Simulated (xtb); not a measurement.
CCl3, SMILES Cl[C](Cl)Cl (connectivity only; charge and spin as stated), charge +1, multiplicity 1. All values are semi-empirical tight-binding results from xtb (GFN2-xTB unless named), good for trends rather than for accurate numbers. Geometry: GFN2-xTB. The multiplicity is an assumed one; other spin states were not compared. The isomer is the one that the SMILES or the coordinates give; other isomers of the formula were not compared.

Q: Estimate the properties. (The exact figures need the calculation; the answer reports its results.)

A: 
- point group as xtb finds it: D3h
- orbital gap: 2.68 eV
- zero-point energy: 4.5 kcal/mol
- G − E(el) at 298.15 K (modified RRHO): -12.7 kcal/mol
- static polarisability (D4 model): 51.9 bohr³
- solvation energy, GFN2-xTB/ALPB(water): -54.2 kcal/mol
- solvation energy, GFN2-xTB/ALPB(ch2cl2): -50.0 kcal/mol
